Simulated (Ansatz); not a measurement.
A geometry relaxed with Ansatz (a quantum-chemistry and plane-wave program) with B3LYP-D3(BJ)/def2-TZVP, charge 0, multiplicity 1:

```xyz
10

H      1.7161    -0.5773    -0.8459
C     -0.7653    -0.6092     0.0142
H     -1.5792    -0.8298     0.6921
H      0.5446     0.1847     1.6188
C     -0.4163     0.8435    -0.2690
O      1.7597    -0.4033     0.1005
H     -0.6693    -1.3090    -0.8069
H     -0.0936     1.0866    -1.2740
H     -0.9897     1.6237     0.2138
C      0.4930    -0.0100     0.5563
```

Problem. Write the SMILES of this molecule.

Solution. `OC1CC1`
